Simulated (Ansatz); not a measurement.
closo-1-NB4 (H on N) (B4NH5). The state is a singlet with charge 0. Geometry r2SCAN-D4/def2-SVP; atoms count from 1.

Cartesian coordinates in Å:
```
B -0.3742 -0.5728 -0.8130
B -0.4057 -0.1310 0.9733
B 0.8643 -0.9220 0.2433
B 0.7907 0.6922 -0.1573
N -0.7200 0.7681 -0.2026
H -0.9373 -1.0502 -1.7565
H -1.0036 -0.1183 2.0113
H -1.4003 1.4938 -0.3941
H 1.6664 -1.7777 0.4690
H 1.5198 1.6179 -0.3734
```

Question: Estimate the Mulliken populations from the PBE0/def2-TZVP orbitals of Ansatz.

Answer: 
```tsv
atom	charge (e)
B1	-0.13
B2	-0.13
B3	-0.04
B4	-0.13
N5	-0.12
H6	0.07
H7	0.07
H8	0.26
H9	0.07
H10	0.07
```
Mulliken values depend strongly on the basis.

Question: And the Mayer bond orders between heavy atoms (over 0.3)?

Answer: B1–B2 0.51 (1.84 Å); B1–B3 0.93 (1.66 Å); B1–B4 0.51 (1.84 Å); B1–N5 0.87 (1.51 Å); B2–B3 0.93 (1.66 Å); B2–B4 0.51 (1.84 Å); B2–N5 0.87 (1.51 Å); B3–B4 0.93 (1.66 Å); B4–N5 0.87 (1.51 Å).
